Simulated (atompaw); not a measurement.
## Logarithmic derivatives: platinum (Pt), PAW (atompaw)

- Element: Pt (Z = 78)
- Generator: atompaw 4.2.0.5
- Type: PAW
- Functional: LDA (PW92)
- Relativity: scalar-relativistic
- Frozen core: [Kr] 4d10
- Valence charge: 32
- Reference configuration: 4f14 5s2 5p6 5d9 6s1 6p0
- Partial waves: 5s (bound); 6s (bound); 5p (bound); 6p (bound, empty); 5d (bound); 5d channel at 3.1 Ry; 4f (bound); 4f channel at -1.9 Ry
- Local potential: bessel scheme, radius 1.15 bohr
- Core correction: smooth core density matched at 1.75 bohr
- Augmentation charge: sinc compensation charge, radius 1.40 bohr; PAW radius 1.75 bohr; waves and projectors: bloechl

The phase is arctan(r·u′/u) with u = r·R(r), unwrapped; energies in Ry, scanned from -10 to 5 Ry. A pole is an energy at which the radial function vanishes at the test radius. The pseudo phase is shifted by a multiple of π to meet the all-electron one at the reference energy, and phase errors are pseudo minus all-electron; the curves can meet again beyond the range given. Levels narrower than the energy grid can be missing from the lists of poles.

Problem. For each channel, where are the poles, and over which energies does the pseudopotential scatter like the atom?

Solution.

```tsv
channel	radius (bohr)	reference energy (Ry)	poles, all-electron	poles, pseudo	unbroken range about the reference energy with phases within 0.05 rad	phase error 1 Ry above the reference energy (rad)
s	1.75	-0.44	-7.12	-7.12	the whole range	-0.001
p	1.75	-0.07	-3.24	-3.24	the whole range	-0.000
d	1.75	-0.47	1.97	1.97	the whole range	-0.000
f	1.75	-5.18	-5.15	-5.15	below 2.4	+0.000
```

Phases in the f channel:

| E (Ry) | all-electron | pseudo |
| --- | --- | --- |
| -10.00 | 1.402 | 1.403 |
| -9.76 | 1.400 | 1.401 |
| -9.52 | 1.399 | 1.399 |
| -9.28 | 1.397 | 1.397 |
| -9.04 | 1.394 | 1.395 |
| -8.80 | 1.392 | 1.393 |
| -8.56 | 1.390 | 1.391 |
| -8.32 | 1.388 | 1.388 |
| -8.08 | 1.385 | 1.386 |
| -7.84 | 1.383 | 1.383 |
| -7.60 | 1.380 | 1.380 |
| -7.36 | 1.377 | 1.377 |
| -7.12 | 1.374 | 1.374 |
| -6.88 | 1.371 | 1.371 |
| -6.64 | 1.367 | 1.367 |
| -6.40 | 1.363 | 1.363 |
| -6.16 | 1.357 | 1.358 |
| -5.92 | 1.351 | 1.351 |
| -5.68 | 1.340 | 1.341 |
| -5.44 | 1.315 | 1.315 |
| -5.20 | -0.593 | -0.591 |
| -4.96 | -1.748 | -1.747 |
| -4.72 | -1.773 | -1.772 |
| -4.48 | -1.784 | -1.784 |
| -4.24 | -1.792 | -1.792 |
| -4.00 | -1.798 | -1.798 |
| -3.76 | -1.805 | -1.805 |
| -3.52 | -1.811 | -1.811 |
| -3.28 | -1.817 | -1.817 |
| -3.04 | -1.824 | -1.824 |
| -2.80 | -1.830 | -1.830 |
| -2.56 | -1.837 | -1.837 |
| -2.32 | -1.845 | -1.845 |
| -2.08 | -1.853 | -1.853 |
| -1.84 | -1.862 | -1.862 |
| -1.60 | -1.871 | -1.871 |
| -1.36 | -1.881 | -1.881 |
| -1.12 | -1.892 | -1.892 |
| -0.88 | -1.905 | -1.904 |
| -0.64 | -1.918 | -1.918 |
| -0.40 | -1.933 | -1.932 |
| -0.16 | -1.950 | -1.949 |
| 0.08 | -1.968 | -1.967 |
| 0.32 | -1.990 | -1.988 |
| 0.56 | -2.014 | -2.011 |
| 0.80 | -2.042 | -2.039 |
| 1.04 | -2.076 | -2.070 |
| 1.28 | -2.115 | -2.107 |
| 1.52 | -2.163 | -2.151 |
| 1.76 | -2.221 | -2.204 |
| 2.00 | -2.293 | -2.268 |
| 2.24 | -2.385 | -2.348 |
| 2.48 | -2.502 | -2.447 |
| 2.72 | -2.653 | -2.572 |
| 2.96 | -2.845 | -2.729 |
| 3.20 | -3.078 | -2.919 |
| 3.44 | -3.335 | -3.139 |
| 3.68 | -3.585 | -3.372 |
| 3.92 | -3.803 | -3.593 |
| 4.16 | -3.979 | -3.786 |
| 4.40 | -4.117 | -3.944 |
| 4.64 | -4.223 | -4.071 |
| 4.88 | -4.307 | -4.172 |
